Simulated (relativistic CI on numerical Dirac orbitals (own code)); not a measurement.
Computed by Dirac equation for one electron, model QED (radiative potential, 1s self-energy scaled to tabulated hydrogen-like ionisation energies) (own radial code, finite nucleus).

CI space: 1s, 2s, 2p, 3s, 3p, 3d, 4s, 4p, 4d, 4f, 5s, 5p, 5d, 5f, 5g, 6s, 6p, 6d. Levels of other configurations are missing.

Outline of the computed level scheme of Cd XLVIII. Lowest level of each configuration: 1s 2S_1/2 at 0.0 eV; 2p 2P°_1/2 at 24183.3 eV; 2s 2S_1/2 at 24188.1 eV; 3p 2P°_1/2 at 28745.0 eV; 3s 2S_1/2 at 28746.4 eV; 3d 2D_3/2 at 28822.3 eV; 4p 2P°_1/2 at 30330.7 eV; 4s 2S_1/2 at 30331.3 eV; 4d 2D_3/2 at 30363.3 eV.

Some strong electric-dipole decays among the lowest 14 levels: 2p 2P°_1/2 → 1s 2S_1/2 (3.4e+15 s⁻¹); 2p 2P°_3/2 → 1s 2S_1/2 (3.2e+15 s⁻¹); 3p 2P°_3/2 → 1s 2S_1/2 (8.8e+14 s⁻¹); 3p 2P°_1/2 → 1s 2S_1/2 (8.7e+14 s⁻¹); 4p 2P°_3/2 → 1s 2S_1/2 (3.6e+14 s⁻¹); 4p 2P°_1/2 → 1s 2S_1/2 (3.5e+14 s⁻¹); 3d 2D_5/2 → 2p 2P°_3/2 (3.4e+14 s⁻¹); 3d 2D_3/2 → 2p 2P°_1/2 (3.0e+14 s⁻¹).
